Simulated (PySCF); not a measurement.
Correlation energy of Au+ (gold, charge +1)

[Xe] 4f14 5d9 6p1, one real determinant (an excited configuration). All numbers are calculated (PySCF 2.14, a scalar-relativistic core potential, in aug-cc-pwCVDZ-PP with ECP60MDF (6s6p5d3f, 70 functions)). Frozen: 5s2 5p6; 10 electrons correlated.

MP2 pair energies summed by pair of shells (mhartree):

```json
{"pair": "5d-5d", "energy": "-233.97", "share (%)": "89.5"}
{"pair": "5d-6p", "energy": "-27.42", "share (%)": "10.5"}
```

Total MP2 correlation energy: -261.39 mhartree.

Same-spin part -96.52 and opposite-spin part -164.87 mhartree; SCS-MP2 scales them by 1/3 and 6/5 to -230.01 mhartree.

The reference is one real determinant that mixes LS terms of this configuration.
